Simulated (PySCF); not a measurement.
C2H8N2Si2, SMILES N[Si@@H]1C=N[C@H]1[SiH3]. Atoms are numbered in the order given.

```xyz
14

N      2.3612    -1.0385     0.6443
Si     0.9842    -0.5758    -0.2619
C      0.8424     1.0175    -1.2731
N     -0.1710     1.4827    -0.6311
C     -0.4212     0.5053     0.4629
Si    -2.2033    -0.1152     0.4879
H      2.7748    -1.9590     0.5793
H      2.9023    -0.4032     1.2165
H      0.5498    -1.8152    -0.9769
H      1.2411     1.5487    -2.1500
H     -0.2061     0.9652     1.4437
H     -2.3414    -1.1378     1.5723
H     -3.1774     0.9894     0.7407
H     -2.5330    -0.7601    -0.8202
```
Charge 0, spin multiplicity 1.

Geometry optimised at PBE0-D3(BJ)/def2-SVP. The structure was generated by enumeration; whether it is a known compound was not checked. One conformer was computed; it need not be the lowest.

Computed with HF/def2-TZVP in PySCF.

Atomic charges (e):

```
atom  Mulliken    IAO
----  --------  -----
N1       -0.77  -0.90
Si2       0.71   1.17
C3       -0.21  -0.29
N4       -0.27  -0.29
C5       -0.31  -0.61
Si6       0.34   0.81
H7        0.26   0.28
H8        0.26   0.27
H9       -0.05  -0.18
H10       0.12   0.13
H11       0.10   0.13
H12      -0.07  -0.18
H13      -0.05  -0.17
H14      -0.06  -0.18
```

Give the Mayer and Wiberg (Löwdin basis) orders of the bonds. (The exact figures need the calculation; the answer reports its results.)


```csv
bond,Mayer,Wiberg
N1–Si2,1.09,1.54
Si2–C3,0.90,1.04
C3–N4,1.88,2.24
Si2–C5,0.94,0.99
N4–C5,0.87,1.23
C5–Si6,0.97,1.13
N1–H7,0.91,0.96
N1–H8,0.91,0.96
Si2–H9,0.97,0.90
C3–H10,0.96,0.91
C5–H11,0.93,0.84
Si6–H12,0.97,0.95
Si6–H13,0.98,0.96
Si6–H14,0.96,0.95
```
